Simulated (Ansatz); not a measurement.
Reaction (hydrogenolysis of a C–C bond): `BN(B)CC` + H₂ → `BN(B)C` + CH₄

Gas-phase electronic energies from Ansatz, PBE0-D4/def2-TZVP geometries. CBS: MP2 limit from def2 TZ/QZ plus the TZ coupled-cluster correction, frozen cores. This one scheme is used for every species. DFT in def2-TZVPP. HSE06 is defined as in plane-wave codes. Each species was taken in one conformer, which may not be the lowest.

`BN(B)CC`:

Cartesian coordinates in Å:
```
B 0.887 0.063 1.598
N -0.125 0.317 0.636
B -1.494 0.341 1.004
C 0.251 0.528 -0.767
C 0.299 -0.775 -1.538
H 2.033 0.055 1.250
H 0.575 -0.134 2.732
H -2.320 0.564 0.164
H -1.795 0.143 2.141
H -0.473 1.207 -1.223
H 1.227 1.018 -0.797
H -0.676 -1.268 -1.525
H 0.580 -0.599 -2.579
H 1.031 -1.458 -1.098
```

H₂:

Z-matrix (Å, degrees):
```
H
H 1 0.746
```

`BN(B)C`:

```xyz
11

B     0.573   -1.310    0.469
N     0.069   -0.104   -0.081
B     0.200    0.169   -1.468
C    -0.597    0.879    0.774
H     0.450   -1.516    1.642
H     1.110   -2.092   -0.254
H    -0.236    1.196   -1.904
H     0.741   -0.631   -2.169
H    -0.074    1.837    0.739
H    -0.613    0.528    1.806
H    -1.624    1.044    0.445
```

CH₄:

Z-matrix (Å, degrees):
```
C
H 1 1.090
H 1 1.090 2 109.5
H 1 1.090 2 109.5 3 -120.0
H 1 1.090 2 109.5 3 120.0
```

CCSD(T)/CBS gives -57.1 kJ/mol.

Problem. Another level gave -59.8 kJ/mol. Which?
A. HF/def2-TZVPP
B. HSE06/def2-TZVPP
C. r2SCANh-D4/def2-TZVPP
D. MP2/def2-TZVPP

Solution. C. r2SCANh-D4 -59.8, HSE06 -64.7, MP2/def2-TZVPP -54.3, HF/def2-TZVPP -77.9 kJ/mol.

Largest T1 diagnostic among the species: 0.011.

In def2-TZVPP, CCSD(T) changes the Hartree–Fock value by +20.0 kJ/mol (the triples alone add +3.9 kJ/mol) and MP2 by +23.5 kJ/mol. The D4 term adds +9.5 kJ/mol with B3LYP and +5.3 kJ/mol with PBE0; it sums over pairs of atoms, weighted by their polarisabilities, and B3LYP, whose exchange is more repulsive, gets the larger term.

B3LYP here is the variant with VWN-RPA as its local correlation; programs differ in this.
